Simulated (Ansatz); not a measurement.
Total energies of `C[C](O)([AlH2])[SiH3]`.

```xyz
14

C     0.518   -0.798    1.217
C    -0.073    0.237    0.261
O     0.046    1.571    0.795
Al   -2.001   -0.056   -0.090
Si    0.810    0.207   -1.412
H     0.062   -0.728    2.210
H     0.371   -1.816    0.847
H     1.599   -0.655    1.351
H     0.981    1.772    0.918
H    -2.413   -1.469   -0.692
H    -3.076    1.071    0.193
H     2.169    0.800   -1.235
H     0.064    1.034   -2.404
H     0.945   -1.171   -1.960
```

Charge 0, multiplicity 1. Geometry: relaxed with PBE0-D4/def2-TZVP. It is one conformer, not always the lowest. Basis def2-TZVPP, Ansatz.

RPA on PBE orbitals: Hartree–Fock energy of these orbitals -686.66012 Eh, correlation -1.39540 Eh (frozen core).

| functional | energy without D4 (Eh) | D4 term (kJ/mol) |
| --- | --- | --- |
| revPBE | -688.64219 | -92.0 |
| BLYP | -688.74060 | -69.0 |
| B97M-V | -688.66191 | – |
| PBE0 | -688.38823 | -27.1 |
| B3LYP | -688.86339 | -51.2 |
| r2SCAN0 | -688.63904 | -9.4 |
| BHLYP | -688.71994 | -40.4 |
| LC-ωPBE | -688.54546 | – |
| ωB97M-V | -688.69257 | – |
| B2PLYP | -688.44125 | – |

**Question.** Give the same for LDA (SPW92), PBE, r2SCAN, r2SCANh, HSE06 (plane-wave form), CAM-B3LYP, ωB97X-V, PBE-QIDH. (Estimate.)

**Answer.** The calculation gave: 
| functional | energy without D4 (Eh) | D4 term (kJ/mol) |
| --- | --- | --- |
| LDA (SPW92) | -685.26842 | – |
| PBE | -688.31883 | -31.8 |
| r2SCAN | -688.66511 | -7.9 |
| r2SCANh | -688.65418 | -8.5 |
| HSE06 (plane-wave form) | -688.36666 | -25.3 |
| CAM-B3LYP | -688.74830 | -27.6 |
| ωB97X-V | -688.67945 | – |
| PBE-QIDH | -688.19526 | – |

B3LYP takes the VWN-RPA correlation (the form of Gaussian; ORCA's B3LYP/G). HSE06 is the plane-wave form, built on full-range PBE exchange. The double hybrids freeze the cores in their second-order part.

LC-ωPBE has ω = 0.4 bohr⁻¹.
